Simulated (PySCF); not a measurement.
PySCF 2.14 output of an unrestricted B3LYP calculation on a single atom or ion in def2-TZVP with the def2 core potential (28 electrons), with a scalar-relativistic core potential:

```
SCF conv_tol = 1e-09
number electrons alpha = 9  beta = 8
    P. J. Stephens, F. J. Devlin, C. F. Chabalowski, and M. J. Frisch.,  J. Phys. Chem. 98, 11623 (1994)
cycle= 1 E= -127.599227050379  delta_E= -0.0059  |g|= 0.0751  |ddm|= 0.19
cycle= 2 E= -127.598428796523  delta_E= 0.000798  |g|= 0.0941  |ddm|= 0.0858
cycle= 3 E= -127.60093642565  delta_E= -0.00251  |g|= 0.0014  |ddm|= 0.0465
cycle= 4 E= -127.600940536144  delta_E= -4.11e-06  |g|= 0.000492  |ddm|= 0.00518
cycle= 5 E= -127.6009417802  delta_E= -1.24e-06  |g|= 0.000111  |ddm|= 0.00419
cycle= 6 E= -127.60094185463  delta_E= -7.44e-08  |g|= 2.11e-05  |ddm|= 0.00119
cycle= 7 E= -127.600941855626  delta_E= -9.97e-10  |g|= 2.47e-06  |ddm|= 0.000123
converged SCF energy = -127.600941855626  <S^2> = 0.75271699  2S+1 = 2.0027152
```

The run itself started from symmetry-adapted Hartree-Fock orbitals and held the occupation by maximum overlap, on a logarithmic radial grid, so the iterations belong to that start.

Q: Which element, charge and spin multiplicity is this?

A: Pd⁺ (palladium, charge +1), multiplicity 2; the state was [Kr] 4d9, 2D determinant.

Energies and moments cover only the electrons outside the core potential.
